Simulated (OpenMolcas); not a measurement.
4d⁶ along the 42-electron sequence

```yaml
Program: OpenMolcas
Method: CASSCF
Basis: ANO-RCC-VQZP
Scalar_Hamiltonian: DKH2, point nucleus
Spin-orbit_coupling: RASSI with atomic mean-field integrals over the reference wave functions, term energies averaged over their components
```

Active space for each ion: 6 electrons in 5 orbitals (4d).

Computed levels in cm-1 above ⁵D₄:

```tsv
Level	Ru2+	Rh3+	Pd4+	Ag5+
⁵D₃	1156	1540	1975	2520
⁵D₂	1873	2458	3101	3873
⁵D₁	2332	3053	3849	4808
⁵D₀	2554	3339	4204	5244
³H₆	17772	20080	22282	24363
³H₅	18180	20560	22820	24944
³P₂(1)	18957	21283	23471	25474
³F₄(1)	20236	22977	25680	28386
³F₃(1)	20685	23403	26004	28485
weight of ⁵D in the lowest level (%)	99	99	98	98
```

Mixed levels, with the weight of the term that names them: Ru2+ ³F₄(1) (71 %), Rh3+ ³F₄(1) (64 %), Pd4+ ³F₄(1) (58 %), Ag5+ ³F₄(1) (53 %).

Measured, with the error of the calculation in %. Measured levels: Ru2+ from Moore, Atomic Energy Levels, vol. III, NSRDS-NBS 35 (1971 reprint of NBS Circular 467, 1958); Ag5+ from the list in Gamrath, thesis, University of Mons (2023).

```json
{"Level": "⁵D₃", "Ru2+": "1159 (-0.3)", "Ag5+": "2692 (-6.4)"}
{"Level": "⁵D₂", "Ru2+": "1826 (+2.6)", "Ag5+": "3953 (-2.0)"}
{"Level": "⁵D₁", "Ru2+": "2266 (+2.9)", "Ag5+": "4941 (-2.7)"}
{"Level": "⁵D₀", "Ru2+": "2476 (+3.2)", "Ag5+": "5380 (-2.5)"}
{"Level": "³H₆", "Ru2+": "", "Ag5+": "21512 (+13.3)"}
{"Level": "³H₅", "Ru2+": "", "Ag5+": "21812 (+14.4)"}
{"Level": "³P₂(1)", "Ru2+": "", "Ag5+": "21042 (+21.1)"}
{"Level": "³F₃(1)", "Ru2+": "", "Ag5+": "24441 (+16.5)"}
```

The fine-structure level ⁵D₀ changes by a factor of 2.05 from Ru2+ to Ag5+. Its fourth root runs 7.11, 7.60, 8.05, 8.51, with steps per unit of Z of 0.49, 0.45, 0.46; equal steps would mean a (Z - σ)^4 law with constant σ.

³H₆ changes by a factor of 1.37 over the same range, with steps per unit of Z of +2310, +2200, +2080 cm-1.

Without dynamic correlation excited terms often stand tens of per cent too high (terms of higher spin than the ground term too low), and those without a measured partner can miss by more than the paired ones. Levels of configurations with an s electron are missing; early in the row they begin among the upper levels of the d shell and mix with terms of their name (holds for Ru2+). Measured partners are found by configuration, term and J. A level has none where our copy of the source lacks it or the pairing is in doubt (some pairs that miss far off the trend of their configuration count as doubtful), and it then counts in no deviation. Levels of configurations outside the active space are missing.

A number in round brackets counts repeated terms of one configuration in the order of the reference energies.
